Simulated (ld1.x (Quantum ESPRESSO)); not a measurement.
# PBEsol ultrasoft dataset for Ba, scalar-relativistic all-electron reference.

- Element: barium
- Generator: ld1.x (Quantum ESPRESSO) 7.5
- Type: ultrasoft
- Functional: PBEsol
- Relativity: scalar-relativistic
- Frozen core: [Kr] 4d10
- Valence charge: 10
- Reference configuration: 5s2 5p6 5d1 6s1 6p0
- Partial waves: 5s (bound): rcut 2.10, rcutus 2.30 bohr; 6s (bound): rcut 2.10, rcutus 2.30 bohr; 5p (bound): rcut 2.85, rcutus 3.05 bohr; 6p (bound, empty): rcut 2.85, rcutus 3.05 bohr; 5d (bound): rcut 2.85, rcutus 3.40 bohr; 5d channel at 0.4 Ry: rcut 2.85, rcutus 3.40 bohr
- Local potential: all-electron potential smoothed inside 2.65 bohr (lloc = -2)
- Core correction: a·sin(br)/r model core inside 2.25 bohr
- Augmentation charge: built from norm-conserving waves at rcut, not smoothed further

Poles of the logarithmic derivatives, all-electron (AE) and pseudo (PS). s: poles at -2.4, 1.5 (AE) and -2.4, -1.6, 2.4 (PS) Ry. p: poles at -1.2, 2.3 (AE) and -1.2, -0.2, 4.9 (PS) Ry. d: poles at 0.4, 3.9 (AE) and 0.4, 3.8 (PS) Ry. Test radius 3.69 bohr.

* Configuration tests: test run stopped at test 3 of 7 (negative rho)
* Lowest eigenvalue of the overlap operator: 0.14 (p channel)

A Bessel basis up to 400 Ry misses an occupied level by 0.47 Ry, so cutoffs and ghosts were not judged. The potential misses its own reference levels by up to 0.6 eV.
